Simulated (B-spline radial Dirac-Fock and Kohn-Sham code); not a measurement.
# X-ray form factors of neutral atoms, Br to Sb

Model: Dirac-Fock orbitals of the configuration average with a finite nucleus. Program: a radial B-spline solver. f₀ is given at the stated s = sin θ/λ in Å⁻¹. f_e(0) is the forward electron scattering factor in the Born approximation.

```csv
Z,element,f₀(0.2),f₀(0.8),f₀(0.9),f₀(1.4),f₀(2.5),f_e(0) (Å)
35,Br,27.745,12.001,10.478,6.574,3.836,7.07
36,Kr,28.590,12.644,11.056,6.773,4.007,6.90
37,Rb,29.368,13.271,11.644,6.997,4.168,11.78
38,Sr,29.988,13.872,12.229,7.249,4.320,13.11
40,Zr,31.361,15.005,13.370,7.840,4.592,12.17
41,Nb,32.295,15.542,13.923,8.177,4.713,10.71
42,Mo,33.182,16.037,14.448,8.540,4.828,10.28
43,Tc,33.929,16.487,14.934,8.928,4.937,10.85
44,Ru,35.086,16.932,15.415,9.333,5.041,9.56
45,Rh,36.087,17.335,15.856,9.753,5.144,9.24
46,Pd,37.289,17.721,16.276,10.184,5.246,7.58
47,Ag,38.155,18.069,16.651,10.622,5.352,8.67
48,Cd,38.930,18.405,17.000,11.059,5.461,9.23
49,In,39.639,18.736,17.330,11.491,5.577,10.57
50,Sn,40.294,19.072,17.646,11.913,5.702,10.97
51,Sb,40.945,19.422,17.957,12.321,5.836,11.07
```

Values without a named source are computed, but for edge energies of neutral atoms, which are taken from tables.
